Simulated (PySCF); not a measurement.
All values below come from B3LYP-D3(BJ)/def2-TZVP in PySCF. Gas-phase values, no solvent. B3LYP has the VWN-RPA correlation part, as in Gaussian. Excitations are Tamm–Dancoff values on a coarser integration grid. The basis has no diffuse functions, so Rydberg states are missing or too high.

Reference species (SMILES): `C#CNC#C` (neutral, multiplicity 1).

* **T1 excitation (TDA)**: 4.71 eV
* **HOMO–LUMO gap**: 6.27 eV
* **S1 oscillator strength**: 0.000

Changed species: `C#CC#CN`.

**Question.** Predict the effect on the T1 excitation (TDA), HOMO–LUMO gap and S1 oscillator strength.

**Answer.** the T1 excitation (TDA) falls by 1.00 eV, to 3.71 eV; the HOMO–LUMO gap decreases by 0.83 eV, to 5.44 eV; the S1 oscillator strength stays essentially unchanged.
